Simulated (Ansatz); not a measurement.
Input file for Ansatz (a quantum-chemistry and plane-wave program): R-wB97M-V/def2-TZVPP on C2H8GaN (SMILES [CH3][Ga]([CH3])[NH2]).

Ansatz 0.2 input:
```yaml
crystal:
  periodic: [false, false, false]
  atoms:
    - {symbol: C, position_ang: [-1.61091225, 1.04376701, -0.11630668]}
    - {symbol: Ga, position_ang: [0.10683714, 0.06349483, -0.04570428]}
    - {symbol: C, position_ang: [0.38901986, -1.76946969, 0.64513587]}
    - {symbol: N, position_ang: [1.58524939, 0.94147208, -0.68545821]}
    - {symbol: H, position_ang: [-2.03964538, 1.13803443, 0.88337189]}
    - {symbol: H, position_ang: [-1.48363937, 2.04303635, -0.53313065]}
    - {symbol: H, position_ang: [-2.33423051, 0.50319528, -0.73023500]}
    - {symbol: H, position_ang: [-0.22266988, -2.48518725, 0.09226933]}
    - {symbol: H, position_ang: [0.09378919, -1.83222773, 1.69441529]}
    - {symbol: H, position_ang: [1.43324114, -2.07127520, 0.56200211]}
    - {symbol: H, position_ang: [2.51275924, 0.54988762, -0.70426054]}
    - {symbol: H, position_ang: [1.57020144, 1.87527226, -1.06209914]}
basis:
  gaussian:
    orbitals: def2-TZVPP
hamiltonian:
  xc: {name: wB97M-V}
scf: {lower_state_search: off}
```

It printed:

```
WARN ansatz: RAYON_NUM_THREADS=4 ignored (pool sized by the plan → 4); use --threads N
Functional definition: wB97M-V
these checks for a lower state are left out or cut short: stability, starts, cluster_reference, orbital_swaps, neighbouring_geometries, increment
integrals: 0.25 GiB planned
1390 factors; their error is unknown
integrals: 0.28 GiB planned
357 factors; integrals over basis functions are off by at most 7.8e-6 eV
mean field: 2.15 GiB planned
mean field evaluation 1: about -56059.9677 eV, gradient 7.3e1 eV
mean field evaluation 2: about -56061.3172 eV, gradient 6.9e1 eV
mean field evaluation 4: about -56070.0006 eV, gradient 1.8e0 eV
mean field evaluation 8: about -56070.0219 eV, gradient 2.3e-1 eV
mean field evaluation 16: about -56070.1190 eV, gradient 6.8e-5 eV
mean field -56070.11903052 eV, -2060.5388686798 hartree, gradient 8.2e-6 eV, S^2 0.000000; 0 other end points of the search recorded, 0 dependent functions left out
reference -56070.11908364 eV, -2060.5388706321 hartree; 29, 29 occupied and 224, 224 virtual orbitals, 1390 factors
Total energy: -56070.11908364 eV, -2060.5388706321 hartree
Checks for a lower state left out: stability, starts, cluster_reference, orbital_swaps, neighbouring_geometries, increment
```

Self-consistency was reached.

Cost: about 13 core-seconds (a rough figure).
